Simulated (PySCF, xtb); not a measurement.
C₃H, SMILES [C][C][CH-] (connectivity only; charge and spin as stated), charge -1, multiplicity 1.

GFN2-xTB run with xtb at its own geometry gives an orbital gap of 0.80 eV.

The structure is a stationary point at PBE0-D3(BJ)/def2-TZVPD.

Task: What does CAM-B3LYP/def2-TZVPD (PySCF) give? (An estimate is asked for; the answer gives what the named calculation found.)

Result: gap 5.23 eV (levels -1.44 and 3.79 eV).
